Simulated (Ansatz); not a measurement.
input.yaml

```yaml
crystal:
  periodic: [false, false, false]
  atoms:
    - { symbol: Ge, position_ang: [-0.489875, 0.0, -0.435662] }
    - { symbol: H, position_ang: [0.194547, 0.0, 2.244634] }
    - { symbol: H, position_ang: [0.791033, 0.0, 0.424237] }
    - { symbol: H, position_ang: [-0.581083, 1.275842, -1.309456] }
    - { symbol: H, position_ang: [-0.581083, -1.275842, -1.309456] }
    - { symbol: Cl, position_ang: [-2.284824, 0.0, 0.849199] }
    - { symbol: H, position_ang: [-0.418816, 0.0, 2.624903] }
basis:
  gaussian: { orbitals: def2-SVP }
hamiltonian:
  xc: pbe
  dispersion: d4
relax:
  f_tol: 0.03
  max_steps: 50
output:
  orbitals: {}
```

Command:

```bash
$ ansatz run input.yaml --threads 1 --pin off --max-ram 2048MiB --backend cpu --events-out ev --progress --plain --runs-dir out
```

Hardware: 1 thread of Arm Neoverse V2 (shared host).

Q: Roughly how long does this run take, and how much memory?

A: 18 s, with a peak of 0.12 GiB, for 11 ionic steps.
